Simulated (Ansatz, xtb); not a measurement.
# Ranking isomers of C4H10BFO

4 gas-phase structures of C4H10BFO, from a drawn sample of its isomers (lower ones may exist). Each was relaxed with GFN2-xTB; where two conformers were screened, the lower at r2SCAN-D4/def2-SVP is listed:

A. `COB(F)C(C)C`, a singlet
B. `CC(C)(C)B(O)F`, a singlet
C. a singlet given by its coordinates
D. `BO[C@](C)(F)CC`, a singlet

C (Å):

```yaml
atoms:
  - { symbol: C, position_ang: [1.9337, 0.0835, -0.8079] }
  - { symbol: C, position_ang: [-0.2815, 0.6576, -0.1238] }
  - { symbol: C, position_ang: [-1.2763, 0.1295, 0.8981] }
  - { symbol: C, position_ang: [-1.0867, -1.3911, 0.8708] }
  - { symbol: B, position_ang: [0.4973, -1.6286, 0.5949] }
  - { symbol: F, position_ang: [0.7681, -2.3371, -0.5530] }
  - { symbol: O, position_ang: [0.9321, -0.0282, 0.1837] }
  - { symbol: H, position_ang: [1.6014, -0.3377, -1.7607] }
  - { symbol: H, position_ang: [2.2008, 1.1351, -0.9384] }
  - { symbol: H, position_ang: [2.7949, -0.4793, -0.4536] }
  - { symbol: H, position_ang: [-0.1083, 1.7374, -0.0513] }
  - { symbol: H, position_ang: [-0.6050, 0.4078, -1.1422] }
  - { symbol: H, position_ang: [-2.2918, 0.4416, 0.6549] }
  - { symbol: H, position_ang: [-1.0151, 0.5190, 1.8829] }
  - { symbol: H, position_ang: [-1.4488, -1.8347, 1.7955] }
  - { symbol: H, position_ang: [-1.6778, -1.8154, 0.0577] }
  - { symbol: H, position_ang: [1.2351, -1.8992, 1.4822] }
```

Close contacts (Å): C1–O7 1.41, C2–C3 1.52, C2–O7 1.43, C3–C4 1.53, C4–B5 1.63, B5–F6 1.38, B5–O7 1.71, C1–H8 1.09, C1–H9 1.09, C1–H10 1.09, C2–H11 1.10, C2–H12 1.10, C3–H13 1.09, C3–H14 1.09, C4–H15 1.09, C4–H16 1.09, B5–H17 1.19.

**Question.** Make a reasoned guess at their ranking by r2SCAN-D4/def2-SVP single-point energy.

**Answer.** Calculated order at r2SCAN-D4/def2-SVP: B (0.0), A (12.1), C (53.0), D (59.1) kcal/mol.

Energies above the lowest of each column, in kcal/mol; the last columns are at PBE-D3(BJ)/def2-SVP geometries and were run for some of them only (a dash: not run or not comparable):

| structure | GFN2-xTB | HF/STO-3G | r2SCAN-D4/def2-SVP | PBE-D3(BJ)/def2-SVP | CCSD(T)/def2-SVP + ΔMP2/def2-TZVPP |
| --- | --- | --- | --- | --- | --- |
| B | 0.0 | 0.7 | 0.0 | 0.0 | 0.0 |
| A | 6.4 | 0.0 | 12.1 | 11.4 | 14.0 |
| C | 29.1 | 26.5 | 53.0 | 51.4 | 55.4 |
| D | 23.3 | 43.0 | 59.1 | – | – |

CCSD(T)/def2-SVP + ΔMP2/def2-TZVPP puts B lowest of those it was run on; HF/STO-3G picks A. Flexible structures stand in one conformer each, not always the lowest. Frequencies (GFN2-xTB) were run for A, B, C alone. ΔMP2 is the change of the MP2 energy from the smaller to the larger basis.

Over these structures GFN2-xTB departs from r2SCAN-D4/def2-SVP by 13.5 kcal/mol on average once a common shift is removed. A GFN2-xTB relaxation took about 0.15 s and the r2SCAN-D4/def2-SVP energy about 1.9 s on a shared host (Ansatz 0.2.0, xtb 6.7.1).
